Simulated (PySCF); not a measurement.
**Polarisability and C₆ of Cr³⁺ (chromium, charge +3)**

[Ar] 3d3, high-spin 4F determinant. Computed with PySCF 2.14 in aug-cc-pVQZ-DK (9s8p6d4f3g2h, 140 functions), with the spin-free X2C one-electron Hamiltonian (Gaussian nucleus). Coupled (time-dependent) response in atomic units; α is the mean over directions.

```json
{"method": "UHF", "mean α (bohr³)": "1.961", "C₆ (like pair)": "4.947", "S(−4)": "1.169"}
```

S(−4) is the Cauchy moment in α(ω) = α(0) + S(−4) ω² + …

α(iu) at UHF:

```json
{"u (hartree)": "0", "α(iu) (bohr³)": "1.961"}
{"u (hartree)": "0.0500", "α(iu) (bohr³)": "1.958"}
{"u (hartree)": "0.100", "α(iu) (bohr³)": "1.950"}
{"u (hartree)": "0.200", "α(iu) (bohr³)": "1.917"}
{"u (hartree)": "0.300", "α(iu) (bohr³)": "1.866"}
{"u (hartree)": "0.500", "α(iu) (bohr³)": "1.735"}
{"u (hartree)": "0.750", "α(iu) (bohr³)": "1.552"}
{"u (hartree)": "1.00", "α(iu) (bohr³)": "1.377"}
{"u (hartree)": "1.50", "α(iu) (bohr³)": "1.080"}
{"u (hartree)": "2.00", "α(iu) (bohr³)": "0.8524"}
{"u (hartree)": "3.00", "α(iu) (bohr³)": "0.5546"}
{"u (hartree)": "5.00", "α(iu) (bohr³)": "0.2804"}
```

A single London oscillator, α(iu) = α/(1 + u²/ω²), gives C₆ = (3/4) ω α². Matching the computed C₆ needs ω = 4 × 4.947 / (3 × 1.961²) = 1.72 hartree.

For an ion, C₆ is the dispersion term alone; charge-induced terms of lower order in 1/R come first.
